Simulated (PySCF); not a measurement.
C₂H₈FNSi₂. Atoms are numbered in the order given.

```xyz
14

C      2.0754    -0.1066     1.2152
C      1.8335     0.3154    -0.0340
Si     0.1777     0.9558    -0.5878
F      0.0158     0.5088    -2.1526
N     -1.0847     0.3101     0.3961
Si    -1.3804    -1.3552     0.8563
H      1.2940    -0.1083     1.9837
H      3.0602    -0.4697     1.5301
H      2.6580     0.2971    -0.7592
H      0.0563     2.4361    -0.5713
H     -1.8328     0.9646     0.6161
H     -1.1341    -1.5916     2.3113
H     -0.4662    -2.2240     0.0694
H     -2.8006    -1.7158     0.5746
```

Geometry: B3LYP-D3(BJ)/def2-SVP. The structure was generated by enumeration; whether it is a known compound was not checked. Other conformers were not sampled.

Level of theory: PySCF with M06-2X/def2-TZVP.

Atomic charges (e):

| atom | Mulliken | meta-Löwdin | Löwdin |
|---|---|---|---|
| C1 | -0.26 | -0.20 | -0.19 |
| C2 | (withheld) | -0.39 | -0.30 |
| Si3 | 0.68 | 1.16 | 0.12 |
| F4 | (withheld) | -0.53 | -0.03 |
| N5 | (withheld) | -0.83 | -0.21 |
| Si6 | 0.25 | 0.63 | 0.19 |
| H7 | 0.15 | 0.12 | 0.13 |
| H8 | 0.14 | 0.12 | 0.12 |
| H9 | (withheld) | 0.13 | 0.14 |
| H10 | -0.04 | -0.13 | -0.04 |
| H11 | (withheld) | 0.25 | 0.19 |
| H12 | -0.03 | -0.12 | -0.05 |
| H13 | 0.00 | -0.10 | -0.03 |
| H14 | -0.03 | -0.11 | -0.04 |

Question: Complete the blanks. (The exact figures need the calculation; the answer reports its results.)

Answer: 
- C2, Mulliken: -0.30
- F4, Mulliken: -0.36
- N5, Mulliken: -0.60
- H9, Mulliken: 0.15
- H11, Mulliken: 0.25

Question: Give the Mayer and Wiberg (Löwdin basis) orders of the bonds. (Estimate from the structure and the level; the computed values follow.)

Answer: 
```json
[
 {"bond": "C1–C2", "Mayer": "1.82", "Wiberg": "2.21"},
 {"bond": "C2–Si3", "Mayer": "0.99", "Wiberg": "1.08"},
 {"bond": "Si3–F4", "Mayer": "1.04", "Wiberg": "1.64"},
 {"bond": "Si3–N5", "Mayer": "1.13", "Wiberg": "1.42"},
 {"bond": "N5–Si6", "Mayer": "1.04", "Wiberg": "1.39"},
 {"bond": "C1–H7", "Mayer": "0.97", "Wiberg": "0.88"},
 {"bond": "C1–H8", "Mayer": "0.96", "Wiberg": "0.89"},
 {"bond": "C2–H9", "Mayer": "0.94", "Wiberg": "0.84"},
 {"bond": "Si3–H10", "Mayer": "0.97", "Wiberg": "0.90"},
 {"bond": "N5–H11", "Mayer": "0.89", "Wiberg": "0.88"},
 {"bond": "Si6–H12", "Mayer": "0.96", "Wiberg": "0.97"},
 {"bond": "Si6–H13", "Mayer": "0.97", "Wiberg": "0.95"},
 {"bond": "Si6–H14", "Mayer": "0.97", "Wiberg": "0.96"}
]
```
